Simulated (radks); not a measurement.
Problem. Hg, 80 electrons, occupied as [Hg]. Calculated with a radial shooting solver on a logarithmic mesh with Libxc functionals: scalar-relativistic Kohn-Sham, exchange-only LDA, spin-unpolarised, spherical densities, finite nucleus; Fermi nuclear charge, rms radius 5.4648 fm. Some entries of the table are withheld. Estimate them.

orbital,occ.,eigenvalue (eV),<r^2> (bohr^2),<1/r> (bohr^-1)
1s,2,-83066.66,0.0003814,97.45
2s,2,-14723.04,0.005804,22.87
2p,6,-12705.90,0.004900,20.28
3s,2,-3492.198,0.03741,8.476
3p,6,-2909.114,0.03852,7.717
3d,10,-2293.133,0.03189,7.258
4s,2,-765.7961,0.1802,3.642
4p,6,-574.4847,0.2061,3.284
4d,10,-347.0392,0.2331,2.946
5s,2,-117.0228,0.9105,(1)
4f,14,-94.7121,(2),2.533
5p,6,-65.3491,1.222,1.282
5d,10,-8.7408,2.733,0.8825
6s,2,(3),8.579,0.4684
6p,0,(4),32.86,0.2611

Solution. 
(1) 5s <1/r> (bohr^-1): 1.509
(2) 4f <r^2> (bohr^2): 0.2814
(3) 6s eigenvalue (eV): -6.0252
(4) 6p eigenvalue (eV): -0.4714
